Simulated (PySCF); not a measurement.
Radial density of Ga²⁺ (gallium, charge +2)

r2SCAN, [Ar] 3d10 4s1, 2S determinant. Calculation: PySCF 2.14, in Sapporo-DKH3-DZP-2012 (6s5p3d1f, 43 functions); the spin-free X2C one-electron Hamiltonian (Gaussian nucleus).

```
r (bohr)  4πr²ρ (e/bohr)  4πr²(ρα − ρβ)
0.000957          0.3665         0.0002
 0.00161          0.9058         0.0005
 0.00271           2.195         0.0013
 0.00456           5.070         0.0030
 0.00766           11.00         0.0064
  0.0129           21.19         0.0117
  0.0217           33.22         0.0161
  0.0365           37.81         0.0109
  0.0613           31.23        -0.0011
   0.103           35.73         0.0205
   0.174           42.66         0.0260
   0.292           22.85        -0.0390
   0.491           26.14         0.0460
   0.826           17.15        -0.0171
    1.39           3.490         0.4731
    2.34          0.6627         0.4754
    3.93         0.03872         0.0375
    6.61       0.0001146         0.0001
```

Densities and radii are taken from the X2C orbitals without a picture-change correction, which distorts them close to the nucleus.

Where is the radial spin density 4πr²(ρα − ρβ) most negative, and why is it negative at all?

Around r = 0.292 bohr, down to -0.0390 e/bohr: exchange with the open shell polarises the paired shells in an unrestricted calculation.
